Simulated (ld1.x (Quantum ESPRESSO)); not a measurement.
# Before and after: TM potential for Sc (Z = 21)

scandium, norm-conserving Troullier–Martins (Kleinman–Bylander form), made with ld1.x (Quantum ESPRESSO) 7.5 (PBEsol, scalar-relativistic). Core [Ne] 3s2, reference 3p6 3d1 4s2 4p0. Waves: 3p (bound): rc 1.15 bohr; 3d (bound): rc 1.75 bohr; 4s (bound): rc 2.20 bohr. Local part: the s channel. Core correction: none.

Change: wave 4s (bound): rc 2.20 bohr becomes 4s (bound): rc 3.40 bohr.

Cutoffs: the cutoffs (Ry, on a coarse ladder) from which the occupation-weighted sum of valence levels, in a spherical-Bessel basis at the reference potential, stays within 10 and 1 mRy of its value at 400 Ry; they do not see the model core or the augmentation charge, which bear on the density cutoff. Errors are all-electron minus pseudo energies relative to the spin-unpolarised reference configuration.

Problem. What does the change do?

Solution. The potential gets neither clearly harder nor softer (70 Ry and 120 Ry → 70 Ry and 120 Ry); the d channel sets the loose cutoff, while the largest relative change is in s, which becomes softer; of the 7 tests that both files solve, the error grows in 5 and shrinks in 1 by more than 15 % and 0.3 meV (median size 63.8 → 87.8 meV); neither file shows a bound ghost at the reference potential, the only one tested.

```csv
quantity,base,changed
"cutoff, loose",70 Ry,70 Ry
"cutoff, tight",120 Ry,120 Ry
loose cutoff by channel (10 mRy a level),"p 30 Ry, d 55 Ry, s 10 Ry","p 30 Ry, d 55 Ry, s 6 Ry"
bound ghosts,none,none
"error for 3p6 3d1 4s1 4p0, meV [ΔE 6.90 eV]",+1.6,-2.4
"error for 3p6 3d1 4s0 4p0, meV [ΔE 19.55 eV]",+3.7,-17
"error for 3p6 3d0 4s0 4p0, meV [ΔE 44.37 eV]",-23,+4.7
"error for 3p6 3d1 4s0 4p2, meV [ΔE 5.68 eV]",-955,-1102
"error for 3p6 3d2 4s0 4p0, meV [ΔE 7.54 eV]",-117,-161
"error for 3p6 3d1 4s1 4p1, meV [ΔE 2.79 eV]",-418,-479
"error for 3p6 3d2 4s1 4p0, meV [ΔE 1.66 eV]",-64,-88
```

Base: These tests converged, but a pseudo level misses the all-electron one widely, so the file describes the atom poorly there or has found another state: 3p6 3d0 4s0 4p0: empty 4p by 2.3 eV. Changed file: These tests converged, but a pseudo level misses the all-electron one widely, so the file describes the atom poorly there or has found another state: 3p6 3d0 4s0 4p0: empty 4p by 2.6 eV.
